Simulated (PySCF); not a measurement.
# Substituent chemical shifts

Parent skeleton `[CH2:1]=[CH:2][C:3](=[O:4])[O:5][CH3:6]`; one hydrogen on atom 1 is replaced by X. Hydrogens on one atom are averaged.

Computational details: NMR shieldings at PBE0/pcSseg-1/GIAO, structure optimised with GFN2-xTB, in PySCF 2.14.0 with density-fitted response routines (no solvent, no relativistic terms, a single conformation, fast rotation and ring inversion assumed for equivalent nuclei).

Referencing at the same level of theory: $^{13}$C (186.93 ppm), $^{1}$H (31.72 ppm) vs TMS; $^{17}$O (336.08 ppm) against H2O.

Parent (X = H): C1 140.6, C2 136.2, C3 173.2, O4 410.2, O5 194.7, C6 53.7, H(C1) 6.60, H(C2) 6.30, H(C6) 3.92 ppm. Effects are Δδ = δ(X) − δ(H), positive for deshielding.

**Question.** Order these by the shift of H(C1), most shielded first.
A. X = ethynyl
B. X = CN
C. X = CF3
D. X = OCOCH3
E. X = CH2CN

**Answer.** A (-0.22 ppm), E (-0.01 ppm), B (+0.13 ppm), C (+0.50 ppm), D (+1.45 ppm).

**Question.** Order these by the shift of C2, most shielded first.
A. X = ethynyl
B. X = CH2CN
C. X = CF3
D. X = OCOCH3
E. X = CN

**Answer.** D (-28.2 ppm), B (-6.7 ppm), C (+0.4 ppm), A (+3.4 ppm), E (+12.3 ppm).

Unscaled 17O shifts of doubly bonded oxygen tend to come out too high, by tens of ppm or more. Experimental scales use liquid or dissolved standards, which lie at an offset from isolated H2O (liquid H2O: subtract about 36 ppm).
